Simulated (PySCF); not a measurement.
This script is equivalent to a calculation on Cr⁺ (chromium, charge +1).

```python
from pyscf import gto, scf, dft, mp, cc
import basis_set_exchange as bse
mol = gto.M(atom="Cr 0 0 0", charge=1, spin=5, symmetry="D2h",
            basis=gto.basis.parse(bse.get_basis("aug-cc-pVDZ", elements=["Cr"], fmt="nwchem", header=False)))
mf = dft.UKS(mol, xc="B3LYP")
mf.irrep_nelec = {'Ag': (5, 3), 'B1g': (1, 0), 'B2g': (1, 0), 'B3g': (1, 0), 'B1u': (2, 2), 'B2u': (2, 2), 'B3u': (2, 2)}
mf.kernel()
```

Task: What total energy does it give?

Result: -1044.210 hartree (calculated).

Task: Which occupied shell lies highest, and where?

Result: 3d α, at -12.190 eV.

Task: What is ⟨S²⟩, and what would a pure spin state give?

Result: 8.750, against 8.75.
